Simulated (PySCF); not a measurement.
# C2H6F2Si

The system: C2H6F2Si, a small molecule; neutral, singlet. The structure, one conformer, was relaxed in the gas phase by PBE0-D3(BJ)/def2-SVP. No frequency run checks that it is a minimum.

SMILES: CC(F)(F)[SiH3]

```csv
atom,x (Å),y (Å),z (Å)
C1,-0.383,0.506,0.066
Si2,1.494,0.236,-0.284
C3,-1.228,-0.726,0.242
F4,-0.487,1.278,1.194
F5,-0.899,1.250,-0.962
H6,2.142,1.570,-0.421
H7,2.090,-0.521,0.855
H8,1.643,-0.550,-1.544
H9,-2.269,-0.416,0.421
H10,-1.191,-1.352,-0.660
H11,-0.877,-1.313,1.102
```

Shieldings: GIAO PBE0/pcSseg-2. Shifts are against computed references at the same level: C TMS (σ 184.1 ppm), H TMS (σ 31.24 ppm), Si TMS (σ 341.3 ppm). Core levels by delta-SCF with SCAN, pcX-2 on the ionised atom and pcseg-1 elsewhere, spin-free X2C (2p3/2 is the spin-free 2p value less a third of a first-order spin-orbit splitting); from the vacuum level, for chosen atoms.

(1) Give the shieldings and core levels atom by atom.

(2) Which of C1, C3 holds its core electrons tightest, and by how much against the loosest?

(3) By CAM-B3LYP/def2-SVPD (TDDFT singlets, Tamm-Dancoff triplets, ionisation by delta-SCF), where does absorption start, and what does vertical ionisation take?

Answers

(1) 
```tsv
atoms	bonded to	σ (ppm)	δ (ppm)	core level (eV)
C1	1 C + 2 F + 1 Si	52.1	132.1	1s 294.86
Si2	1 C + 3 H	408.7	-67.4	2p3/2 107.20
C3	1 C + 3 H	157.9	26.2	1s 291.36
F4 F5	1 C	287.4	-	1s 692.78
H6 H7 H8	1 Si	27.26	3.99	-
H9 H10 H11	1 C	29.70	1.55	-
```

Values are those of this one static structure, with the three H of a rotating XH3 group averaged; atoms that internal rotation interchanges would show their mean in an NMR spectrum.

(2) C1 (bonded to 1 C + 2 F + 1 Si), by 3.50 eV over C3 (bonded to 1 C + 3 H).

(3) The lowest singlet lies at 8.09 eV (f 0.014), the strongest of the first 6 at 8.84 eV (f 0.295), the lowest triplet at 7.51 eV; vertical ionisation takes 11.01 eV.

The 3 runs behind this took 74 s in all, one thread each of Arm Neoverse V1 on a shared host, launched as `OMP_NUM_THREADS=1 python cluster_run.py task.json out`.
